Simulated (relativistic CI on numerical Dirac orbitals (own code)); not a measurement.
Pd3+: M2,3 absorption edge

Computed with this model: Dirac-Coulomb-Breit CI, separate exchange-only KLI orbitals for each configuration, a model potential for QED, valence Slater integrals scaled by 0.8, multiplet model of core-to-valence dipole absorption; configurations [Kr] 4d7 → [Ne] 3s2 3p5 3d10 4s2 4p6 4d8; 80 K; Lorentzian 3 eV and Gaussian 0.4 eV FWHM. Energies are those of the free ion, without screening or charge transfer. The branching ratio is the share of the lower-energy edge in the whole absorption, uncertain by about 0.02 where the edges overlap. S is read from ⟨S²⟩ = S(S + 1).

Field parameters in Wybourne normalisation: Oh B⁴₀ = 21Dq, B⁴₄ = √(5/14) B⁴₀. The field is a parameter set, without covalency.

Computed curve for Oh, 10Dq = 28550 cm⁻¹, scaled to 100 at the maximum (points under 2 are left out and the grid is thinned):

| Energy (eV) | Intensity |
| --- | --- |
| 526.5 | 2.1 |
| 527.5 | 2.5 |
| 528.5 | 3.0 |
| 529.5 | 3.7 |
| 530.5 | 4.7 |
| 531.5 | 6.1 |
| 532.5 | 8.4 |
| 533.5 | 12.0 |
| 534.5 | 18.7 |
| 535.5 | 31.9 |
| 537.0 | 76.5 |
| 538.0 | 99.1 |
| 539.0 | 92.8 |
| 540.0 | 63.2 |
| 541.0 | 39.3 |
| 542.0 | 23.6 |
| 543.0 | 15.0 |
| 544.0 | 10.1 |
| 545.0 | 7.2 |
| 546.0 | 5.4 |
| 547.0 | 4.3 |
| 548.0 | 3.5 |
| 549.0 | 2.9 |
| 550.0 | 2.5 |
| 551.0 | 2.2 |
| 559.0 | 2.1 |
| 560.0 | 2.5 |
| 561.0 | 3.2 |
| 562.0 | 4.4 |
| 563.0 | 6.7 |
| 564.5 | 15.4 |
| 565.5 | 23.7 |
| 566.5 | 25.5 |
| 567.5 | 23.4 |
| 568.5 | 17.2 |
| 569.5 | 10.7 |
| 570.5 | 6.4 |
| 571.5 | 4.1 |
| 572.5 | 2.8 |
| 573.5 | 2.1 |

The ground state has S = 0.54, and the centroid lies at 544.61 eV.
